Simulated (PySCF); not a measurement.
# How methods differ on the ionisation energy of F²⁺

F²⁺ [He] 2s2 2p3 (4S) → F³⁺ [He] 2s2 2p2 (3P), as a difference of total energies. Computed with PySCF 2.14 in 6-31G* (3s2p1d, 14 functions), with no relativity, point nucleus. Correlated levels: valence: 1s2 frozen. The calculations carry no spin-orbit coupling.

```tsv
method	ionisation energy (eV)	difference from reference (eV)
UHF	62.291	-0.417
B3LYP	63.050	+0.342
TPSS	62.929	+0.221
MP2 (valence)	62.466	-0.242
SCS-MP2 (valence)	62.331	-0.377
CCSD (valence)	62.230	-0.478
CCSD(T) (valence)	62.232	-0.476
```

Reference: 62.708 eV (semi-empirical (NIST evaluation); NIST Atomic Spectra Database, ionization energies).

Errors of the correlated levels include the incompleteness of this basis and the frozen core.
